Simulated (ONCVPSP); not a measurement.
Scattering properties, ONCV potential for hydrogen

```
Element                 : hydrogen (H)
Generator               : ONCVPSP 4.0.1
Type                    : optimised norm-conserving Vanderbilt (ONCV)
Functional              : LDA (Perdew-Zunger)
Relativity              : non-relativistic
Frozen core             : none
Valence charge          : 1
Reference configuration : 1s0.5 (charge +0.5)
Partial waves           : 1s: rc 1.35 bohr, ncon 5, nbas 10, qcut 9.4 1/bohr, 1 projector
Local potential         : polynomial inside 1.35 bohr (lpopt 5, dvloc0 -1 Ha)
Core correction         : none
```

The phase is arctan(r·R′/R) of the radial function R(r), unwrapped; energies in Ha, scanned from -2 to 5 Ha. A pole is an energy at which the radial function vanishes at the test radius. The pseudo phase is shifted by a multiple of π to meet the all-electron one at the reference energy, and phase errors are pseudo minus all-electron; the curves can meet again beyond the range given. Levels narrower than the energy grid can be missing from the lists of poles.

| channel | radius (bohr) | reference energy (Ha) | poles, all-electron | poles, pseudo | unbroken range about the reference energy with phases within 0.05 rad | phase error 1 Ha above the reference energy (rad) |
| --- | --- | --- | --- | --- | --- | --- |
| s | 1.37 | -0.45 | 0.74 | 0.78 | below 1.9 | +0.007 |

Phases in the s channel:

```tsv
E (Ha)	all-electron	pseudo
-1.98	0.792	0.797
-1.62	0.571	0.578
-1.26	0.193	0.200
-0.90	-0.358	-0.355
-0.54	-0.862	-0.862
-0.18	-1.181	-1.180
0.18	-1.376	-1.373
0.54	-1.510	-1.503
0.90	-1.615	-1.603
1.26	-1.711	-1.690
1.62	-1.812	-1.777
1.98	-1.934	-1.874
2.34	-2.107	-1.996
2.70	-2.385	-2.169
3.06	-2.853	-2.439
3.42	-3.446	-2.863
3.78	-3.888	-3.387
4.14	-4.143	-3.807
4.50	-4.294	-4.069
4.86	-4.393	-4.231
```
